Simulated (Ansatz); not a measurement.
Ansatz (a first-principles code) input (HF/def2-TZVP):

Ansatz 0.2 input:
```yaml
crystal:
  periodic: [false, false, false]
  atoms:
    - {symbol: Y, position_ang: [-0.00000000, -0.00000000, -0.04795507]}
    - {symbol: H, position_ang: [0.00000000, 0.00000000, 1.87024792]}
basis:
  gaussian:
    orbitals: def2-TZVP
hamiltonian:
  xc: {name: HF}
relax: {f_tol: 0.003, max_steps: 100}
```

End of the output:

```
mean field evaluation 32: about -1044.8285 eV, gradient 2.6e-5 eV
mean field -1044.82850624 eV, -38.3967393940 hartree, gradient 2.6e-5 eV, S^2 0.000000; 0 other end points of the search recorded, 0 dependent functions left out
the calculation of the forces begins
reference -1044.82850624 eV, -38.3967393940 hartree; 6, 6 occupied and 40, 40 virtual orbitals, 426 factors
relax step   4: F+E_penalty+E_count = -1044.82850624 eV  Δ(F+E_penalty+E_count) = -2.868e-6 eV  max|allowed force component| = 2.452e-4 eV/Å  Δτ_max = 0.0004 Å  (22 SCF iters, accepted)
integrals: 0.01 GiB planned
426 factors; integrals over basis functions are off by at most 4.6e-4 eV
mean field: 0.06 GiB planned
mean field -1044.82850624 eV, -38.3967393940 hartree, gradient 2.6e-5 eV, S^2 0.000000; 1 other end points of the search recorded, 0 dependent functions left out
the calculation of the forces begins
reference -1044.82850624 eV, -38.3967393940 hartree; 6, 6 occupied and 40, 40 virtual orbitals, 426 factors
Total energy: -1044.82850624 eV, -38.3967393940 hartree
Atom 0 at     0.000000     0.000000    -0.067542 Å, force    -0.000000     0.000000    -0.000245 eV/Å
Atom 1 at    -0.000000    -0.000000     1.889834 Å, force     0.000000    -0.000000     0.000245 eV/Å
Dipole moment:     0.000000     0.000000    -0.306250 e Å
```
